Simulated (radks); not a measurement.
Sm LVI, configuration [He] 2s2 2p3 (the NIST ground configuration). All-electron calculation, Dirac Kohn-Sham, exchange-only PBE, spin-unpolarised, spherical densities, finite nucleus; open shells fill j = l - 1/2 first; Fermi nuclear charge, rms radius 5.0819 fm. Program: a radial shooting solver on a logarithmic mesh with Libxc functionals.

Radial electron density D(r) = 4 pi r^2 rho(r):

r (bohr)  D(r) (e/bohr)
0.001115          4.301
0.001247          5.167
0.001384          6.116
0.001547          7.319
0.001717          8.628
0.001905          10.15
0.002131          12.05
0.002365          14.09
0.002645          16.61
0.002935          19.29
0.003283          22.56
0.003642          25.97
0.004042          29.75
0.004521          34.22
0.005016          38.73
0.00561           43.93
0.006225          48.99
0.006963          54.57
0.007726          59.76
0.008573          64.76
0.009589          69.73
0.01064           73.72
0.0119            77.07
0.01321           79.08
0.01477           79.84
0.01639           79.12
0.01819           77.01
0.02034           73.31
0.02257           68.84
0.02525           63.40
0.02801           58.33
0.03133           53.54
0.03477           50.30
0.03858           48.62
0.04315           48.73
0.04788           50.39
0.05355           53.20
0.05942           55.86
0.06646           57.61
0.07375           57.27
0.08183           54.46
0.09153           48.61
0.1016            41.06
0.1136            31.71
0.126             23.06
0.141             14.91
0.1564            9.029
0.1736            4.938
0.1942            2.272
0.2154           0.9704
0.241            0.3321
0.2674           0.1046
0.2991          0.02485
0.3318         0.005373
0.3682        0.0009408
0.4118        0.0001109

D(r) has 2 maxima, at r = 0.0148, 0.0692 bohr, and minima at 0.0405 bohr, inside which lie 2.31 electrons.
